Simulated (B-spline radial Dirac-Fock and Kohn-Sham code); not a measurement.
## Zr⁺ in Watson spheres of different radius

These are calculated numbers from a B-spline atomic structure program; the model is relaxed Dirac-Fock hole states (ΔSCF) with Breit and QED corrections and a finite nucleus. The ion, [Kr] 4d2 5s1, sits in a hollow sphere of charge Q = -1, a simple model of the Madelung potential. Inside the sphere an electron's potential energy is raised by the constant 14.40·|Q|/R eV, so binding energies fall by about that much as long as the orbitals stay inside.

```csv
radius (Å),14.40 |Q|/R (eV),1s (eV),2s (eV),2p1/2 (eV),2p3/2 (eV),3s (eV),3p1/2 (eV),3p3/2 (eV),3d3/2 (eV),3d5/2 (eV),4p1/2 (eV),4p3/2 (eV),4d (eV),5s (eV)
1.8,8.00,18006.3,2547.0,2317.3,2232.8,442.8,356.7,342.8,191.1,188.8,39.10,37.32,6.28,5.15
2.2,6.55,18007.2,2548.0,2318.3,2233.8,443.8,357.7,343.8,192.1,189.7,40.12,38.34,7.30,5.79
```

From the smallest to the largest radius 1s moves by +1.0 eV, while the constant potential alone would give +1.5 eV; the difference comes from charge outside the sphere and its screening.
